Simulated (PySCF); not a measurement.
C₃H₆BFO. Atoms are numbered in the order given.

```xyz
12

B      0.5190     0.5447     0.6629
C      0.3199    -0.9481     0.1547
C     -0.9709    -1.1214    -0.5956
C     -1.1266    -0.9458    -1.9123
H      0.3929    -1.6395     1.0093
H      1.1836    -1.1685    -0.4994
H     -1.8587    -1.3497     0.0095
H     -0.2733    -0.7239    -2.5648
H     -2.1062    -1.0431    -2.3902
F      1.3957     0.7986     1.6394
O     -0.1359     1.5989     0.1316
H     -0.7410     1.3138    -0.5673
```
Charge 0, spin multiplicity 1.

Coordinates come from a ωB97X-D3(BJ)/def2-SVP optimisation. The values are those of a single conformer.

All values below come from PBE0/pcSseg-1 in PySCF.

GIAO shieldings, no solvent; atoms listed in one row are averaged. δ = σ(ref) − σ: ¹¹B against BF3 (σ = 88.8 ppm); ¹³C against TMS (σ = 186.3 ppm); ¹H against TMS (σ = 31.56 ppm); ¹⁹F against CFCl3 (σ = 167.2 ppm); ¹⁷O against H2O (σ = 334.2 ppm), references at their B3LYP-D3(BJ)/def2-TZVP geometries, non-relativistic.

Computed chemical shifts:
```tsv
nucleus	atoms	count	δ (ppm)
¹¹B	B1	1	19.2
¹³C	C3	1	150.0
¹³C	C4	1	125.8
¹³C	C2	1	25.7
¹H	H7	1	6.50
¹H	H12	1	5.78
¹H	H9	1	5.76
¹H	H8	1	5.66
¹H	H5, H6	2	2.11
¹⁹F	F10	1	-98.8
¹⁷O	O11	1	153.9
```
